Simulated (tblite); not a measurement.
Record of a relaxation.

Compound: C4H11BOSi.
SMILES with atom numbers: `[SiH3:1][O:2][B:3]1[CH2:4][CH2:5][CH2:6][CH2:7]1` (hydrogens: H8, H9, H10 on Si1; H11, H12 on C4; H13, H14 on C5; H15, H16 on C6; H17, H18 on C7)

Computed with GFN2-xTB (tblite), gas phase: L-BFGS steps from a force-field or distance-geometry start until the largest atomic force falls under 0.01 eV/Å. 6 of its 128 geometries are shown.

Step 0: E = -578.7027 eV, largest atomic force 3.405 eV/Å
```
atom  x, y, z in Å  |  force x, y, z in eV/Å
Si1     2.954   -0.595   -0.159   -1.030  -0.411  -0.113
O2      1.410   -1.325   -0.207    0.037   3.248   1.021
B3      0.322   -0.393    0.022    0.520  -2.353  -1.456
C4     -1.128   -0.893    0.474    1.055  -1.347   0.850
C5     -1.983   -0.317   -0.621   -0.561   0.425  -0.307
C6     -1.503    1.131   -0.605   -0.276   0.015  -0.413
C7      0.013    0.985   -0.733    0.516   0.139   0.908
H8      3.849   -1.114    0.865   -0.244  -0.289   0.209
H9      2.750    0.833    0.135    0.145  -0.102  -0.052
H10     3.589   -0.781   -1.445   -0.047  -0.090  -0.320
H11    -1.364   -0.418    1.446   -0.232  -0.515  -0.364
H12    -1.192   -2.001    0.542   -0.202   0.666   0.255
H13    -1.745   -0.796   -1.597   -0.295   0.304   0.639
H14    -3.054   -0.367   -0.412    0.030  -0.239  -0.128
H15    -1.770    1.579    0.373    0.077  -0.088  -0.607
H16    -1.925    1.719   -1.423   -0.046   0.093   0.178
H17     0.313    0.969   -1.787    0.167   0.311   0.423
H18     0.456    1.793   -0.144    0.384   0.234  -0.722
```

Step 25: E = -579.7689 eV, largest atomic force 0.143 eV/Å
```
atom  x, y, z in Å  |  force x, y, z in eV/Å
Si1     3.107   -0.514   -0.068   -0.015  -0.003   0.001
O2      1.536   -0.813    0.212   -0.037   0.025  -0.027
B3      0.308   -0.362   -0.009   -0.134   0.040   0.029
C4     -1.097   -1.035    0.366    0.080   0.017  -0.042
C5     -2.087   -0.305   -0.564    0.027  -0.038   0.070
C6     -1.564    1.130   -0.664    0.057   0.042   0.002
C7     -0.035    1.017   -0.736    0.079  -0.045   0.008
H8      3.780   -1.320    0.944   -0.018  -0.078  -0.011
H9      3.455    0.897    0.096   -0.054   0.077   0.046
H10     3.365   -0.880   -1.459    0.011  -0.105   0.016
H11    -1.344   -0.786    1.404    0.034  -0.013  -0.057
H12    -1.177   -2.119    0.283    0.032   0.045  -0.052
H13    -2.085   -0.772   -1.550    0.105  -0.006  -0.010
H14    -3.113   -0.332   -0.198   -0.029  -0.015   0.086
H15    -1.842    1.677    0.236   -0.015  -0.003   0.083
H16    -1.986    1.663   -1.514   -0.041  -0.008  -0.089
H17     0.306    0.987   -1.774   -0.049  -0.007  -0.028
H18     0.463    1.874   -0.282   -0.033   0.075  -0.025
```

Step 51: E = -579.8069 eV, largest atomic force 0.107 eV/Å
```
atom  x, y, z in Å  |  force x, y, z in eV/Å
Si1     3.146   -0.569   -0.008    0.051   0.007   0.015
O2      1.548   -0.662    0.189    0.040  -0.025  -0.009
B3      0.321   -0.240   -0.039   -0.045   0.015   0.007
C4     -1.023   -1.021    0.325    0.033   0.027  -0.013
C5     -2.079   -0.304   -0.529   -0.032  -0.042   0.009
C6     -1.622    1.152   -0.637    0.013   0.023  -0.028
C7     -0.097    1.101   -0.802    0.040  -0.070   0.029
H8      3.650   -1.440    1.052    0.035   0.001  -0.025
H9      3.616    0.810    0.147    0.001   0.001   0.013
H10     3.421   -1.042   -1.365    0.014  -0.032   0.040
H11    -1.273   -0.903    1.383    0.065   0.014  -0.006
H12    -1.006   -2.093    0.129   -0.001   0.021   0.016
H13    -2.097   -0.754   -1.521   -0.002   0.003  -0.074
H14    -3.079   -0.382   -0.106   -0.094   0.000   0.020
H15    -1.871    1.679    0.284    0.007   0.003   0.026
H16    -2.111    1.663   -1.463   -0.072   0.063  -0.047
H17     0.163    1.000   -1.861   -0.037   0.018   0.031
H18     0.385    2.015   -0.454   -0.018  -0.027  -0.005
```

Step 76: E = -579.8193 eV, largest atomic force 0.022 eV/Å
```
atom  x, y, z in Å  |  force x, y, z in eV/Å
Si1     3.189   -0.614    0.047   -0.005  -0.004   0.000
O2      1.580   -0.578    0.062    0.011   0.005  -0.008
B3      0.337   -0.197   -0.147   -0.004   0.008   0.005
C4     -0.973   -1.008    0.270    0.003  -0.004   0.000
C5     -2.092   -0.313   -0.519    0.006   0.003   0.002
C6     -1.673    1.158   -0.604    0.006   0.008   0.001
C7     -0.159    1.140   -0.871   -0.001   0.000   0.008
H8      3.559   -1.466    1.178   -0.005   0.009  -0.002
H9      3.732    0.738    0.203   -0.005  -0.002  -0.009
H10     3.549   -1.193   -1.246    0.019  -0.002   0.005
H11    -1.151   -0.877    1.341   -0.002  -0.015  -0.004
H12    -0.949   -2.082    0.088   -0.006  -0.001  -0.002
H13    -2.137   -0.733   -1.526   -0.006   0.000   0.002
H14    -3.071   -0.434   -0.055   -0.002   0.020  -0.008
H15    -1.864    1.640    0.357    0.002   0.003   0.008
H16    -2.230    1.700   -1.369   -0.007  -0.014  -0.009
H17     0.024    1.065   -1.946   -0.005  -0.007   0.014
H18     0.322    2.061   -0.541   -0.001  -0.007  -0.003
```

Step 102: E = -579.8212 eV, largest atomic force 0.025 eV/Å
```
atom  x, y, z in Å  |  force x, y, z in eV/Å
Si1     3.192   -0.610    0.051   -0.007   0.013   0.010
O2      1.582   -0.603    0.008    0.005   0.005   0.002
B3      0.338   -0.213   -0.177   -0.007   0.001  -0.006
C4     -0.971   -1.024    0.247   -0.004   0.005   0.001
C5     -2.100   -0.304   -0.504   -0.005  -0.007  -0.009
C6     -1.670    1.163   -0.594    0.005  -0.005   0.008
C7     -0.159    1.138   -0.872   -0.001   0.001  -0.003
H8      3.530   -1.398    1.236    0.006   0.004   0.006
H9      3.709    0.757    0.160   -0.004  -0.008  -0.008
H10     3.615   -1.243   -1.196   -0.006  -0.004  -0.004
H11    -1.125   -0.919    1.324   -0.002  -0.006  -0.004
H12    -0.961   -2.094    0.040    0.001   0.025  -0.003
H13    -2.182   -0.717   -1.511    0.002  -0.005  -0.017
H14    -3.070   -0.411   -0.016    0.002  -0.006   0.006
H15    -1.853    1.649    0.366    0.006   0.006   0.004
H16    -2.232    1.703   -1.358    0.014  -0.003   0.015
H17     0.017    1.082   -1.949   -0.004  -0.012  -0.002
H18     0.332    2.050   -0.530    0.000  -0.003   0.002
```

Step 127: E = -579.8260 eV, largest atomic force 0.009 eV/Å
```
atom  x, y, z in Å  |  force x, y, z in eV/Å
Si1     3.177   -0.564    0.073    0.005  -0.004  -0.002
O2      1.571   -0.667    0.004    0.002   0.002   0.000
B3      0.334   -0.270   -0.214   -0.006  -0.001  -0.001
C4     -0.991   -1.077    0.167    0.003  -0.001   0.001
C5     -2.116   -0.275   -0.505    0.001  -0.003   0.000
C6     -1.631    1.177   -0.527   -0.005   0.002   0.000
C7     -0.138    1.104   -0.879   -0.006   0.003   0.002
H8      3.517   -1.080    1.398    0.000   0.001   0.002
H9      3.637    0.819   -0.085    0.002   0.002  -0.006
H10     3.652   -1.406   -1.023   -0.001  -0.006   0.001
H11    -1.125   -1.061    1.252   -0.005   0.003  -0.003
H12    -1.010   -2.126   -0.128    0.006   0.005   0.002
H13    -2.246   -0.625   -1.530    0.003   0.001  -0.003
H14    -3.072   -0.376    0.010    0.002   0.001   0.002
H15    -1.744    1.611    0.468   -0.006  -0.003  -0.002
H16    -2.202    1.786   -1.229   -0.003  -0.001  -0.001
H17    -0.024    1.040   -1.964    0.006   0.000   0.000
H18     0.401    1.997   -0.564    0.003   0.000   0.008
```

Question: Summarise the path.

Answer: The energy falls by 1.1233 eV from step 0 to step 127; nine tenths of that is first reached at step 18. It falls at every step. The largest force goes from 3.405 to 0.009 eV/Å. Among the bonds O2–B3 changes most, from 1.452 to 1.318 Å; the atoms move by 0.511 Å rms after alignment.

Question: Follow the three bonds and two angles with the largest change from start to end.

Answer: 
```json
{"step": "0", "E above end (eV)": "1.1233", "largest force (eV/Å)": "3.405", "O2–B3 (Å)": "1.452", "Si1–O2 (Å)": "1.709", "C4–C5 (Å)": "1.504", "Si1–O2–B3 (°)": "113.5", "O2–Si1–H8 (°)": "115.0"}
{"step": "6", "E above end (eV)": "0.3407", "largest force (eV/Å)": "0.613", "O2–B3 (Å)": "1.339", "Si1–O2 (Å)": "1.637", "C4–C5 (Å)": "1.527", "Si1–O2–B3 (°)": "132.4", "O2–Si1–H8 (°)": "108.1"}
{"step": "11", "E above end (eV)": "0.2122", "largest force (eV/Å)": "0.472", "O2–B3 (Å)": "1.325", "Si1–O2 (Å)": "1.620", "C4–C5 (Å)": "1.547", "Si1–O2–B3 (°)": "135.9", "O2–Si1–H8 (°)": "101.3"}
{"step": "17", "E above end (eV)": "0.1139", "largest force (eV/Å)": "0.313", "O2–B3 (Å)": "1.323", "Si1–O2 (Å)": "1.625", "C4–C5 (Å)": "1.536", "Si1–O2–B3 (°)": "139.5", "O2–Si1–H8 (°)": "99.2"}
{"step": "22", "E above end (eV)": "0.0697", "largest force (eV/Å)": "0.231", "O2–B3 (Å)": "1.327", "Si1–O2 (Å)": "1.623", "C4–C5 (Å)": "1.536", "Si1–O2–B3 (°)": "143.4", "O2–Si1–H8 (°)": "102.5"}
{"step": "28", "E above end (eV)": "0.0475", "largest force (eV/Å)": "0.134", "O2–B3 (Å)": "1.328", "Si1–O2 (Å)": "1.624", "C4–C5 (Å)": "1.540", "Si1–O2–B3 (°)": "143.7", "O2–Si1–H8 (°)": "103.7"}
{"step": "33", "E above end (eV)": "0.0365", "largest force (eV/Å)": "0.085", "O2–B3 (Å)": "1.325", "Si1–O2 (Å)": "1.620", "C4–C5 (Å)": "1.536", "Si1–O2–B3 (°)": "145.4", "O2–Si1–H8 (°)": "104.4"}
{"step": "39", "E above end (eV)": "0.0303", "largest force (eV/Å)": "0.070", "O2–B3 (Å)": "1.323", "Si1–O2 (Å)": "1.618", "C4–C5 (Å)": "1.538", "Si1–O2–B3 (°)": "146.5", "O2–Si1–H8 (°)": "104.0"}
{"step": "44", "E above end (eV)": "0.0265", "largest force (eV/Å)": "0.069", "O2–B3 (Å)": "1.323", "Si1–O2 (Å)": "1.617", "C4–C5 (Å)": "1.538", "Si1–O2–B3 (°)": "147.3", "O2–Si1–H8 (°)": "103.1"}
{"step": "50", "E above end (eV)": "0.0204", "largest force (eV/Å)": "0.098", "O2–B3 (Å)": "1.319", "Si1–O2 (Å)": "1.614", "C4–C5 (Å)": "1.535", "Si1–O2–B3 (°)": "151.2", "O2–Si1–H8 (°)": "102.5"}
{"step": "55", "E above end (eV)": "0.0129", "largest force (eV/Å)": "0.110", "O2–B3 (Å)": "1.318", "Si1–O2 (Å)": "1.611", "C4–C5 (Å)": "1.537", "Si1–O2–B3 (°)": "156.5", "O2–Si1–H8 (°)": "103.5"}
{"step": "61", "E above end (eV)": "0.0088", "largest force (eV/Å)": "0.041", "O2–B3 (Å)": "1.317", "Si1–O2 (Å)": "1.610", "C4–C5 (Å)": "1.536", "Si1–O2–B3 (°)": "160.1", "O2–Si1–H8 (°)": "104.6"}
{"step": "66", "E above end (eV)": "0.0079", "largest force (eV/Å)": "0.022", "O2–B3 (Å)": "1.318", "Si1–O2 (Å)": "1.611", "C4–C5 (Å)": "1.536", "Si1–O2–B3 (°)": "160.2", "O2–Si1–H8 (°)": "104.8"}
{"step": "72", "E above end (eV)": "0.0073", "largest force (eV/Å)": "0.036", "O2–B3 (Å)": "1.317", "Si1–O2 (Å)": "1.609", "C4–C5 (Å)": "1.536", "Si1–O2–B3 (°)": "161.4", "O2–Si1–H8 (°)": "105.0"}
{"step": "77", "E above end (eV)": "0.0066", "largest force (eV/Å)": "0.024", "O2–B3 (Å)": "1.316", "Si1–O2 (Å)": "1.610", "C4–C5 (Å)": "1.535", "Si1–O2–B3 (°)": "161.8", "O2–Si1–H8 (°)": "105.0"}
{"step": "83", "E above end (eV)": "0.0059", "largest force (eV/Å)": "0.017", "O2–B3 (Å)": "1.315", "Si1–O2 (Å)": "1.608", "C4–C5 (Å)": "1.536", "Si1–O2–B3 (°)": "165.2", "O2–Si1–H8 (°)": "105.4"}
{"step": "88", "E above end (eV)": "0.0055", "largest force (eV/Å)": "0.021", "O2–B3 (Å)": "1.316", "Si1–O2 (Å)": "1.607", "C4–C5 (Å)": "1.536", "Si1–O2–B3 (°)": "165.7", "O2–Si1–H8 (°)": "105.5"}
{"step": "94", "E above end (eV)": "0.0052", "largest force (eV/Å)": "0.016", "O2–B3 (Å)": "1.316", "Si1–O2 (Å)": "1.608", "C4–C5 (Å)": "1.536", "Si1–O2–B3 (°)": "164.1", "O2–Si1–H8 (°)": "105.3"}
{"step": "99", "E above end (eV)": "0.0049", "largest force (eV/Å)": "0.022", "O2–B3 (Å)": "1.317", "Si1–O2 (Å)": "1.609", "C4–C5 (Å)": "1.536", "Si1–O2–B3 (°)": "162.4", "O2–Si1–H8 (°)": "105.0"}
{"step": "105", "E above end (eV)": "0.0044", "largest force (eV/Å)": "0.026", "O2–B3 (Å)": "1.317", "Si1–O2 (Å)": "1.610", "C4–C5 (Å)": "1.537", "Si1–O2–B3 (°)": "161.0", "O2–Si1–H8 (°)": "104.7"}
{"step": "110", "E above end (eV)": "0.0036", "largest force (eV/Å)": "0.053", "O2–B3 (Å)": "1.317", "Si1–O2 (Å)": "1.610", "C4–C5 (Å)": "1.535", "Si1–O2–B3 (°)": "160.1", "O2–Si1–H8 (°)": "104.9"}
{"step": "116", "E above end (eV)": "0.0013", "largest force (eV/Å)": "0.059", "O2–B3 (Å)": "1.318", "Si1–O2 (Å)": "1.612", "C4–C5 (Å)": "1.537", "Si1–O2–B3 (°)": "158.2", "O2–Si1–H8 (°)": "104.2"}
{"step": "121", "E above end (eV)": "0.0002", "largest force (eV/Å)": "0.018", "O2–B3 (Å)": "1.318", "Si1–O2 (Å)": "1.611", "C4–C5 (Å)": "1.537", "Si1–O2–B3 (°)": "157.7", "O2–Si1–H8 (°)": "104.4"}
{"step": "127", "E above end (eV)": "0.0000", "largest force (eV/Å)": "0.009", "O2–B3 (Å)": "1.318", "Si1–O2 (Å)": "1.611", "C4–C5 (Å)": "1.537", "Si1–O2–B3 (°)": "157.5", "O2–Si1–H8 (°)": "104.3"}
```

What follows is the cost of the whole relaxation. On one thread of an Intel Xeon at 2.60 GHz, shared host with 128 logical CPUs at a one-minute load of 9.4, this took 0.86 s of wall time.
